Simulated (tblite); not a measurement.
BiBr2 (SMILES [Br][Bi+][Br]), charge +1, singlet, at a GFN2-xTB geometry (such geometries of metal compounds can be far from the true shape); tblite with GFN1-xTB.

Input for tblite:
```
$ tblite run mol.xyz --method gfn1 --charge 1 --spin 0 --etemp 2000 --json tblite.json --no-restart

# file mol.xyz
3

Bi     0.67128196     0.35682079     0.22193400
Br    -1.13430237     0.94178527    -1.43414805
Br    -0.45759485    -1.78796029     0.90784742
```

Output, abridged:

```
xTB calculator
 | screened Coulomb repulsion
 | Coulomb electrostatics
 |  * isotropic Klopman-Ohno-Mataga-Nishimoto electrostatics
 |  * onsite third-order electrostatics
 | DFT-D3(BJ) dispersion correction

halogen bonding energy    0.0000000000000E+00 Eh
repulsion energy          1.3468778205944E-02 Eh
dispersion energy        -1.3206430398490E-03 Eh
number of electrons       1.8000000000000E+01 e
integral cutoff           2.2843195497908E+01 bohr

------------------------------------------------------------
  cycle        total energy    energy error   density error
------------------------------------------------------------
      1     -8.639375330485  -8.6515235E+00   1.0220093E+00
      2     -8.439329105123   2.0004623E-01   1.1564662E+00
      3     -9.247373629507  -8.0804452E-01   5.9226632E-01
      4     -9.526125952935  -2.7875232E-01   2.3985132E-01
      5     -9.583329119560  -5.7203167E-02   1.1211780E-01
      6     -9.595930647094  -1.2601528E-02   3.0220533E-02
      7     -9.596748081957  -8.1743486E-04   9.1093948E-03
      8     -9.596835806721  -8.7724764E-05   7.1094031E-04
      9     -9.596836369035  -5.6231410E-07   1.3707840E-05
------------------------------------------------------------

electronic energy        -9.6089845042009E+00 Eh
total energy             -9.5968363690348E+00 Eh

Post processing:
 | Mayer-Wiberg bond orders

[Info] JSON dump of results written to 'tblite.json'
```
